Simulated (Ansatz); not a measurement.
Basis-set extrapolation for C6H10O2 (`CCC(=O)CC(C)=O`) (PBE0-D4/def2-TZVP geometry, frozen core, the Gaussian-basis code of Ansatz). Multiplicity 1, RHF reference.

```
                      def2-TZVPP   def2-QZVPP
                 HF  -382.912534  -382.929871
    MP2 correlation    -1.459393    -1.559655
CCSD(T) correlation    -1.573689      not run
```

Energies in hartree. Use E(X) = E(∞) + A·exp(−7.88·√X) for Hartree–Fock and E(X) = E(∞) + B·X^(−2.97) for correlation, with X = 3 and 4, and add CCSD(T) minus MP2 of the smaller set to the MP2 limit.

Task: What is the CCSD(T) energy at the basis-set limit?

Result: HF limit: -382.929871 + (-0.017337) × 0.13774 = -382.93226. MP2 limit: -1.559655 + (-0.100262) × 0.74074 = -1.63392. Higher-order term: -1.573689 − (-1.459393) = -0.11430. Total: -384.68048 hartree, 510.0 kJ/mol below CCSD(T)/def2-TZVPP.
